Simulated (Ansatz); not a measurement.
Program: Ansatz. Geometries: PBE0-D4/def2-TZVP. ΔE: electronic, gas phase. CCSD(T)/CBS is the MP2 limit (def2-TZVPP, def2-QZVPP) plus CCSD(T) − MP2 in def2-TZVPP, frozen cores. This one scheme is used for every species. Functionals use def2-TZVPP. One conformer a species, not always the lowest.

`CCCCC` + `[NH2][AlH2]` → `CC[NH][AlH2]` + propane  (substitution at a C–C bond)

`CCCCC`:

Cartesian coordinates in Å:
```
C 0.444 0.475 -2.328
C 0.456 0.556 -0.811
C -0.723 -0.165 -0.176
C -0.790 -0.052 1.342
C 0.365 -0.726 2.066
H 1.295 1.001 -2.767
H -0.468 0.918 -2.738
H 0.485 -0.564 -2.667
H 1.396 0.138 -0.435
H 0.444 1.607 -0.498
H -1.649 0.234 -0.605
H -0.691 -1.225 -0.459
H -1.732 -0.490 1.687
H -0.829 1.008 1.621
H 1.324 -0.262 1.824
H 0.432 -1.784 1.795
H 0.240 -0.669 3.149
```

`[NH2][AlH2]`:

Z-matrix (Å, degrees):
```
N
Al 1 1.766
H 1 1.007 2 124.9
H 1 1.007 2 124.9 3 180.0
H 2 1.583 1 117.9 3 -180.0
H 2 1.583 1 117.9 3 0.0
```

`CC[NH][AlH2]`:

Cartesian coordinates in Å:
```
C 0.715 0.997 1.207
C 0.680 0.411 -0.194
N -0.643 -0.016 -0.602
Al -1.199 -1.645 -1.003
H 1.727 1.313 1.476
H 0.375 0.262 1.941
H 0.061 1.871 1.280
H 1.085 1.147 -0.902
H 1.349 -0.455 -0.243
H -1.295 0.756 -0.620
H -2.721 -1.824 -1.404
H -0.135 -2.817 -0.937
```

`CCC`:

Z-matrix (Å, degrees):
```
C
C 1 1.519
H 1 1.094 2 111.1
H 1 1.094 2 111.1 3 119.5
H 1 1.093 2 111.7 3 -120.3
C 2 1.519 1 112.7 3 -59.7
H 2 1.095 1 109.5 3 178.2
H 2 1.095 1 109.5 3 62.4
H 6 1.094 2 111.0 1 59.7
H 6 1.093 2 111.7 1 -180.0
H 6 1.094 2 111.1 1 -59.7
```

Problem. Is it downhill or uphill in electronic energy at CCSD(T)/CBS, and by how much? (Best estimate.)

Solution. The calculation gave: Uphill: ΔE = +8.0 kcal/mol.

Problem. What do these levels give: B97M-V, PBE0-D4, r2SCAN0-D4, CAM-B3LYP-D4, r2SCAN, PBE0, r2SCANh, MP2/def2-SVP, HF/def2-TZVPP, MP2/def2-TZVPP, CCSD/def2-TZVPP, CCSD/CBS(def2)? (Best estimate.)

Solution. The calculation gave: B97M-V 7.3, PBE0-D4 6.9, r2SCAN0-D4 7.4, CAM-B3LYP-D4 6.7, r2SCAN 6.8, PBE0 6.6, r2SCANh 7.0, MP2/def2-SVP 6.4, HF/def2-TZVPP 6.3, MP2/def2-TZVPP 8.1, CCSD/def2-TZVPP 7.5, CCSD/CBS(def2) 8.0 kcal/mol.

Largest T1 diagnostic among the species: 0.011.

From PBE to PBE0 (25 % exact exchange), in def2-TZVPP and without D4, ΔE moves by +0.7 kcal/mol. Leaving LDA and LC-ωPBE aside and taking each functional with its dispersion term where it has one, the values, not all of them listed here, spread over 1.9 kcal/mol, from BLYP-D4 to ωB97M-V. LDA lies +0.9 kcal/mol from PBE without D4. At CCSD(T), def2-SVP lies −2.5 kcal/mol from the extrapolated value and def2-TZVPP −0.5 kcal/mol.
